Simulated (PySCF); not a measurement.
# Unknown compound

Molecular formula: C$_{6}$H$_{10}$OSi. Simulated spectra:

¹H NMR (300 MHz, computed): δ 7.18 (d, 1H), 6.37 (m, 1H), 5.18 (m, 1H), 5.12 (m, 1H), 4.88 (m, 1H), 4.75 (m, 1H), 4.53 (m, 1H), 0.34 (d, 3H).

¹³C{¹H} NMR (computed): δ 171.4 (CH), 151.5 (CH), 112.9 (CH2), 93.5 (CH), 78.8 (CH), -1.8 (CH3).

- σ from GIAO-PBE0/pcSseg-1
- geometry: GFN2-xTB
- run in PySCF 2.14
- no relativistic terms, single conformer, in vacuum, averaged over atoms made equivalent by symmetry, fast rotation or ring inversion

References, each an isolated molecule treated in the same way: ¹H and ¹³C against TMS.

Q: Propose a structure and justify it.

A: 
The formula gives 3 degrees of unsaturation (1 ring in the answer). 6 carbon signals for 6 carbons: no two carbons are equivalent. Carbon types of the structure: 4 × CH, 1 × CH2, 1 × CH3, leaving 1 H on heteroatoms. δC 171.4: alkene carbon bearing oxygen; an sp2 carbon further deshielded by the attached heteroatom. δC 151.5: alkene CH; the olefinic region. δC 112.9: terminal =CH2 carbon; as expected for a trigonal carbon in a double bond. δC 93.5: β carbon of an enol-ether or enamine type C=C; the O or N lone pair pushes π density onto this β carbon and shields it. δC 78.8: allylic sp3 CH bonded to O and Si; deshielded by the electronegative neighbour. δC -1.8: methyl carbon bonded to Si; an electropositive neighbour leaves it electron-rich and shielded. δH 6.37: hydrogen on an alkene CH; attached to an sp2 carbon and in the plane of the double bond.

Structure: SMILES C=C[C@@H]1OC=C[Si@H]1C.

This is the structure that produced the data.

Shifts are as computed. Against solution values, carbons near 30 ppm lie about +3 ppm off and those near 130 ppm about +5 ppm. Of 1211 compounds with measured shifts, 218 miss one by over three times the rms of a fit or turn the order of signals round; such compounds aren't used in these exercises. No couplings were computed; multiplicities are counted from neighbouring protons, with m where these are inequivalent, close in shift, in a saturated or five-membered ring or joined by F or P, and br s for small geminal =CH2 splittings.
